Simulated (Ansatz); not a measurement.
Single points on `[Cu][S]c1ccc(C#Cc2ccc(C#Cc3ccccc3)cc2)cc1`.

```yaml
crystal:
  periodic: [false, false, false]
  atoms:
    - {symbol: Cu, position_ang: [10.315086, 1.346004, -1.289688]}
    - {symbol: S, position_ang: [9.786429, -0.571602, -0.536022]}
    - {symbol: C, position_ang: [8.025234, -0.398539, -0.434414]}
    - {symbol: C, position_ang: [7.225915, -1.556593, -0.594906]}
    - {symbol: C, position_ang: [5.837124, -1.491007, -0.481170]}
    - {symbol: C, position_ang: [5.180967, -0.260866, -0.211219]}
    - {symbol: C, position_ang: [3.766623, -0.190920, -0.116716]}
    - {symbol: C, position_ang: [2.535864, -0.136832, -0.038135]}
    - {symbol: C, position_ang: [1.120228, -0.080558, 0.039863]}
    - {symbol: C, position_ang: [0.453378, 1.118553, 0.413105]}
    - {symbol: C, position_ang: [-0.936581, 1.173238, 0.479437]}
    - {symbol: C, position_ang: [-1.727317, 0.032774, 0.172484]}
    - {symbol: C, position_ang: [-3.145131, 0.090508, 0.227424]}
    - {symbol: C, position_ang: [-4.377094, 0.140389, 0.260975]}
    - {symbol: C, position_ang: [-5.798424, 0.196250, 0.293733]}
    - {symbol: C, position_ang: [-6.575766, -0.932902, -0.076888]}
    - {symbol: C, position_ang: [-7.972970, -0.871818, -0.048268]}
    - {symbol: C, position_ang: [-8.624866, 0.307661, 0.349624]}
    - {symbol: C, position_ang: [-7.866788, 1.431154, 0.720673]}
    - {symbol: C, position_ang: [-6.468992, 1.381873, 0.694773]}
    - {symbol: C, position_ang: [-1.061212, -1.166769, -0.198697]}
    - {symbol: C, position_ang: [0.328529, -1.222325, -0.263176]}
    - {symbol: C, position_ang: [5.986033, 0.898849, -0.046413]}
    - {symbol: C, position_ang: [7.373780, 0.826084, -0.146895]}
    - {symbol: H, position_ang: [7.713248, -2.516822, -0.820282]}
    - {symbol: H, position_ang: [5.232458, -2.400331, -0.612365]}
    - {symbol: H, position_ang: [1.053037, 2.008804, 0.651872]}
    - {symbol: H, position_ang: [-1.439238, 2.107064, 0.770235]}
    - {symbol: H, position_ang: [-6.062260, -1.854040, -0.388450]}
    - {symbol: H, position_ang: [-8.561773, -1.754967, -0.339941]}
    - {symbol: H, position_ang: [-9.724311, 0.351316, 0.370490]}
    - {symbol: H, position_ang: [-8.372276, 2.357713, 1.033062]}
    - {symbol: H, position_ang: [-5.872675, 2.259324, 0.984264]}
    - {symbol: H, position_ang: [-1.661107, -2.056955, -0.437253]}
    - {symbol: H, position_ang: [0.831207, -2.156306, -0.553193]}
    - {symbol: H, position_ang: [5.498804, 1.861714, 0.165931]}
    - {symbol: H, position_ang: [7.984837, 1.730880, 0.006157]}
basis:
  gaussian: {orbitals: def2-SVP, fitting: {mean_field: def2-universal-jkfit}, initial_orbitals: start.molden}
hamiltonian: {xc: {name: LC-wPBE, parameters: {omega: 0.1/bohr}}}
scf: {omitted_lower_state_checks: [starts]}
output: {orbitals: {seedname: orbitals}}
```

The file start.molden holds the orbitals of an earlier run on this structure, at another level or in another basis.

```sh
$ ansatz run in.yaml --threads 2 --pin off --events-out ev --progress --plain --max-ram 32768MiB --backend cuda --devices 0, --max-vram 18GiB
```

It prints (some lines left out):

```
Functional definition: LC-wPBE
2276 factors; integrals over basis functions are off by at most 2.2e-1 eV
2276 factors; integrals over basis functions are off by at most 1.8e-7 eV
mean field evaluation 1: about -78437.6437 eV, gradient 1.5e1 eV
mean field evaluation 2: about -78438.2862 eV, gradient 7.5e-1 eV
mean field evaluation 4: about -78438.2985 eV, gradient 1.2e-1 eV
mean field evaluation 8: about -78438.2986 eV, gradient 1.4e-5 eV
mean field -78438.29855873 eV, -2882.5543046452 hartree, gradient 1.4e-5 eV, S^2 0.000000; 0 other end points of the search recorded, 0 dependent functions left out
reference -78438.29855905 eV, -2882.5543046569 hartree; 95, 95 occupied and 327, 327 virtual orbitals, 2276 factors
Total energy: -78438.29855905 eV, -2882.5543046569 hartree
Checks for a lower state left out: starts
```

Run time 6 s (2 threads of AMD EPYC 7R13 on a shared host and a share (18 GiB) of an NVIDIA H100 80GB HBM3), peak host memory 0.95 GiB.

Geometry: PBE-D4/def2-SVP.

Single mean-field runs in def2-SVP are fitted with def2-universal-jkfit. The restricted singlet is unstable towards broken spin symmetry in Hartree–Fock (as tested in another run); at LC-ωPBE (ω = 0.10 bohr⁻¹)/def2-SVP this wasn't settled.
